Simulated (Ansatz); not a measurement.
Born–Oppenheimer molecular dynamics of CH₆AlNO₂ (11 atoms, charge 0, multiplicity 1). It starts from a rough guess of a transition structure, not a stationary point.

All numbers below come from UKS PBE/6-31G in Ansatz 0.2.0.

```json
{
  "ensemble": "NVE (velocity Verlet)",
  "time step": "0.5 fs",
  "steps asked": "150",
  "starting velocities drawn for": "600 K",
  "seed": "292764"
}
```

First frame:

```xyz
11
Properties=species:S:1:pos:R:3
Al -0.980 -0.611 -0.105
O -0.237 -0.270 -2.127
N 0.613 0.043 0.215
C 1.275 0.911 1.157
H 0.440 0.128 -1.115
O -2.484 -1.202 0.165
H 0.315 -0.874 -2.616
H 2.355 0.758 1.050
H 1.013 0.677 2.191
H 1.064 1.972 0.987
H -3.373 -1.531 0.199
```

Q: How far do the bonds stretch over the last three quarters of this one trajectory? (Pairs bonded in most of those frames.)

A: 
```json
{"bond": "Al1–O2", "mean (Å)": "1.855", "spread (Å)": "0.165", "shortest": "1.58", "longest": "2.08"}
{"bond": "Al1–N3", "mean (Å)": "1.845", "spread (Å)": "0.046", "shortest": "1.75", "longest": "1.91"}
{"bond": "Al1–O6", "mean (Å)": "1.788", "spread (Å)": "0.103", "shortest": "1.63", "longest": "1.95"}
{"bond": "O2–H7", "mean (Å)": "1.003", "spread (Å)": "0.030", "shortest": "0.95", "longest": "1.06"}
{"bond": "N3–C4", "mean (Å)": "1.500", "spread (Å)": "0.053", "shortest": "1.41", "longest": "1.58"}
{"bond": "N3–H5", "mean (Å)": "1.059", "spread (Å)": "0.077", "shortest": "0.92", "longest": "1.18"}
{"bond": "C4–H8", "mean (Å)": "1.114", "spread (Å)": "0.031", "shortest": "1.06", "longest": "1.17"}
{"bond": "C4–H9", "mean (Å)": "1.105", "spread (Å)": "0.016", "shortest": "1.07", "longest": "1.14"}
{"bond": "C4–H10", "mean (Å)": "1.114", "spread (Å)": "0.038", "shortest": "1.05", "longest": "1.17"}
{"bond": "O6–H11", "mean (Å)": "0.982", "spread (Å)": "0.026", "shortest": "0.93", "longest": "1.03"}
```

Mean temperature of the second half: 1714 K. The conserved energy stayed within 0.59 meV per atom of its start (net change -0.094 meV per atom), so the integration is sound. The kinetic energy rose, since the run started high on the potential surface and went downhill. A run of 0.075 ps of so small a system gives no equilibrium averages. The orbitals stay closed-shell, which can raise the energy where a bond breaks towards radicals; this wasn't checked here. Limits of this set-up: no polarisation functions.

Run time: 18 min on 1 thread of Arm Neoverse N1, on a shared host, peak memory 0.14 GiB.
